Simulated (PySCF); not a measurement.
Species: C3H4O4.
SMILES with atom numbers: `[O:1]=[CH:2][O:3][CH2:4][O:5][CH:6]=[O:7]` (hydrogens: H8 on C2; H9, H10 on C4; H11 on C6)

Structure used (PBE0-D3(BJ)/def2-SVP), in Å, numbered top down from 1:
```
atom  x, y, z in Å
O1     2.0428    0.0774    1.7745
C2     1.9648    0.4985    0.6614
O3     1.0331    0.1525   -0.2436
C4     0.0436   -0.7536    0.1760
O5    -1.0088   -0.0627    0.8028
C6    -2.0022    0.3861    0.0158
O7    -2.0873    0.2189   -1.1621
H8     2.6562    1.2316    0.1986
H9    -0.3129   -1.2564   -0.7303
H10    0.4480   -1.4436    0.9259
H11   -2.7382    0.9258    0.6456
```

Jobs on this species (11 atoms, 54 electrons) with PySCF (density fitting). Hardware of each: one thread, INTEL XEON PLATINUM 8581C at 2.10 GHz (x86_64), no GPU, shared host. Times come from a shared host and carry two figures at best. Peak memory is the resident size of the whole Python process, interpreter and libraries included.

```tsv
level and settings	work	basis functions	SCF cycles	wall time	peak memory
B3LYP/def2-SVPD, IEF-PCM water	6 singlets by full TDDFT, polarisability	184	?	?	?
B3LYP/def2-SVPD, IEF-PCM tetrahydrofuran	6 singlets by full TDDFT, polarisability	184	?	?	?
B3LYP/def2-SVPD	6 singlets by full TDDFT, polarisability, dynamic polarisability	184	15	22 s	0.83 GiB
PBE0-D3(BJ)/def2-SVP, grid level 1	geometry optimisation from a GFN2-xTB start shaken at random	118	77	47 s	0.50 GiB
PBE0/pcSseg-1, IEF-PCM tetrahydrofuran	shieldings, charges and field gradients	139	14	13 s	0.74 GiB
BHandHLYP/aug-pcX-1 (pcseg-1 on H)	K-edge TDA, 36 lines	251	13	24 s	1.0 GiB
PBE0/pcSseg-1, IEF-PCM water	shieldings	139	14	11 s	0.74 GiB
```

Fill in the missing figures.

- B3LYP/def2-SVPD, IEF-PCM water; 6 singlets by full TDDFT, polarisability: 19 s, 0.83 GiB, 14 SCF cycles
- B3LYP/def2-SVPD, IEF-PCM tetrahydrofuran; 6 singlets by full TDDFT, polarisability: 19 s, 0.83 GiB, 14 SCF cycles

What do all jobs in the table cost together?

About 2.6 min; the longest takes about 30 % of that, and about 4.3 times as long as the shortest.
